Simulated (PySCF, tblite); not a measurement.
Isomers of C7H5NSi, one GFN2-xTB conformer each. Single-point energies are computed at PBE0/pcSseg-1 (PySCF, gas phase, no added dispersion term), electronic only.

Question: Rank them by PBE0/pcSseg-1 energy, lowest first (kcal/mol).
A. `C#CC#C/C([SiH3])=C/C#N`
B. `C#CC1=C[SiH2]C(C#N)=C1`
C. `C#C[Si@@H]1[C@H](C#N)C12C=C2`
D. `[CH:1]#[C:2]/[CH:3]=[C:4](/[C:5]#[CH:6])[SiH2:7][C:8]#[N:9]` with C3–C4–Si7–C8 56°

Answer: B (0.0), D (33.2), A (35.9), C (59.5).

As drawn, the highest has a three-membered ring, which the lowest lacks. GFN2-xTB itself gives, in the same order: 0.0, 38.4, 22.1, 69.3. Both levels put the same isomer lowest; measured from each level's own lowest isomer, the values differ by up to 13.8 kcal/mol (C#CC#C/C([SiH3])=C/C#N: 22.1 against 35.9).

Q: Which frontier levels, dipoles and rotational constants go with these structures?

A: 
```json
{"SMILES": "C#CC1=C[SiH2]C(C#N)=C1", "HOMO (eV, PBE0/pcSseg-1)": "-7.24", "LUMO (eV)": "-2.85", "dipole (D)": "4.69", "A, B, C (MHz)": "2744, 903.4, 685.2"}
{"SMILES": "C#C/C=C(/C#C)[SiH2]C#N", "HOMO (eV, PBE0/pcSseg-1)": "-7.24", "LUMO (eV)": "-2.39", "dipole (D)": "3.41", "A, B, C (MHz)": "1874, 1071, 773.7"}
{"SMILES": "C#CC#C/C([SiH3])=C/C#N", "HOMO (eV, PBE0/pcSseg-1)": "-7.39", "LUMO (eV)": "-2.94", "dipole (D)": "3.80", "A, B, C (MHz)": "3320, 582.9, 498.8"}
{"SMILES": "C#C[Si@@H]1[C@H](C#N)C12C=C2", "HOMO (eV, PBE0/pcSseg-1)": "-6.86", "LUMO (eV)": "-1.02", "dipole (D)": "4.61", "A, B, C (MHz)": "1769, 1221, 918.6"}
```

Q: What happens when harmonic zero-point energies from GFN2-xTB frequencies are added?

A: 
```json
{"SMILES": "C#CC1=C[SiH2]C(C#N)=C1", "ZPE (kcal/mol)": "54.6", "electronic (kcal/mol)": "0.0", "with ZPE (kcal/mol)": "0.0"}
{"SMILES": "C#C/C=C(/C#C)[SiH2]C#N", "ZPE (kcal/mol)": "52.3", "electronic (kcal/mol)": "33.2", "with ZPE (kcal/mol)": "30.9"}
{"SMILES": "C#CC#C/C([SiH3])=C/C#N", "ZPE (kcal/mol)": "51.2", "electronic (kcal/mol)": "35.9", "with ZPE (kcal/mol)": "32.4"}
{"SMILES": "C#C[Si@@H]1[C@H](C#N)C12C=C2", "ZPE (kcal/mol)": "54.5", "electronic (kcal/mol)": "59.5", "with ZPE (kcal/mol)": "59.4"}
```

The zero-point energies span 3.4 kcal/mol. The order is unchanged.
